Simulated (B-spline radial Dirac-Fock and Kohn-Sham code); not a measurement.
**Kohn-Sham estimates against Dirac-Fock for the levels of Sn²³⁺**

System: the Sn²³⁺ ion, configuration [Ar] 3d9.

The density-functional columns are spherical, spin-unpolarised Dirac-Kohn-Sham results without Breit or QED terms: −ε is minus the orbital energy of the initial state and ΔSCF the difference of two total energies. The reference in the last column comes from ΔSCF Dirac-Fock with Breit, self-energy and vacuum polarisation, finite nucleus, configuration average. All numbers are from a radial B-spline solver, in eV; a selection of levels is shown. The Kohn-Sham columns are given as differences from the reference. For the 1s level of heavy atoms much of the gap between ΔSCF and the reference is the Breit and QED part, -96.0 eV here; for other levels the error of the functional can be larger.

```csv
level,LDA −ε − DF,LDA ΔSCF − DF,Dirac-Fock
1s,-267.9,+87.9,29986.4
2s,-124.1,-46.9,5236.7
2p1/2,-95.8,-3.5,4926.8
2p3/2,-98.5,-10.7,4698.1
3s,-61.4,-28.0,1591.3
3p1/2,-49.3,-15.0,1465.6
3p3/2,-49.0,-15.6,1420.4
3d,-35.5,+0.9,1203.2
```

Values without a named source are computed, but for edge energies of neutral atoms, which are taken from tables.
